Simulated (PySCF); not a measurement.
Hf(Cl)3(OH) (Cl3HHfO), SMILES [Cl][Hf]([Cl])([Cl])[OH], multiplicity 1. Heavy atoms are numbered as in [Hf:1]([Cl:2])([Cl:3])([Cl:4])[OH:5]. Hydrogens are named by the atom that carries them.

Geometry optimised at B3LYP-D3(BJ)/def2-SVP. The multiplicity is an assumed one; other spin states were not compared. The isomer is the one that the SMILES or the coordinates give; other isomers of the formula were not compared. The def2 effective core potentials stand for the cores of Hf; spin–orbit coupling is left out. Other conformers were not sampled.

The numbers are results of PySCF with PBE/def2-TZVP, not measurements.

Atomic charges (e), one atom of each kind:

```
atom     Mulliken  Löwdin
-------  --------  ------
Hf1             ?   -0.16
Cl2             ?    0.07
O5 (OH)         ?   -0.22
H on O5         ?    0.17
```

### Question
Complete the blanks. (An estimate is asked for; the answer gives what the named calculation found.)

### Answer

- Hf1, Mulliken: 1.20
- Cl2, Mulliken: -0.31
- O5 (OH), Mulliken: -0.58
- H on O5, Mulliken: 0.33
